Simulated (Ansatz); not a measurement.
One change: `ClB1C[SiH2]1` becomes `BrB1C[SiH2]1`.

Ansatz, PBE0-D4/def2-TZVP geometries, multiplicity 1. 

Scalar relativity is left out up to krypton.

```json
{"property": "HOMO–LUMO gap (PBE/def2-TZVPP) / eV", "`ClB1C[SiH2]1`": "3.07"}
{"property": "size of the dipole moment (B3LYP/def2-TZVPP) / D", "`ClB1C[SiH2]1`": "1.25"}
{"property": "ideal-gas entropy at 298 K and 1 bar (rigid rotor, harmonic PBE0-D4/def2-TZVP) / J/(mol·K)", "`ClB1C[SiH2]1`": "311"}
{"property": "HOMO–LUMO gap (PBE0/def2-TZVPP) / eV", "`ClB1C[SiH2]1`": "5.08"}
{"property": "LUMO energy (ωB97M-V/def2-TZVPP) / eV", "`ClB1C[SiH2]1`": "0.25"}
{"property": "HOMO energy (PBE0/def2-TZVPP) / eV", "`ClB1C[SiH2]1`": "-6.85"}
```

Question: Give the same properties after the change, and the shifts. (Best estimate.)

Answer: The calculation gave: 
```json
{"property": "HOMO–LUMO gap (PBE/def2-TZVPP) / eV", "`BrB1C[SiH2]1`": "3.01", "shift": "-0.06"}
{"property": "size of the dipole moment (B3LYP/def2-TZVPP) / D", "`BrB1C[SiH2]1`": "1.40", "shift": "0.15"}
{"property": "ideal-gas entropy at 298 K and 1 bar (rigid rotor, harmonic PBE0-D4/def2-TZVP) / J/(mol·K)", "`BrB1C[SiH2]1`": "323", "shift": "12"}
{"property": "HOMO–LUMO gap (PBE0/def2-TZVPP) / eV", "`BrB1C[SiH2]1`": "4.97", "shift": "-0.11"}
{"property": "LUMO energy (ωB97M-V/def2-TZVPP) / eV", "`BrB1C[SiH2]1`": "0.12", "shift": "-0.13"}
{"property": "HOMO energy (PBE0/def2-TZVPP) / eV", "`BrB1C[SiH2]1`": "-6.85", "shift": "0.00"}
```

Dipoles are sizes alone; their direction can turn.

B3LYP here is the variant with VWN-RPA as its local correlation; programs differ in this.

Spin–orbit coupling is left out; it splits and shifts lone-pair levels of the heavy atoms by tenths of an eV.
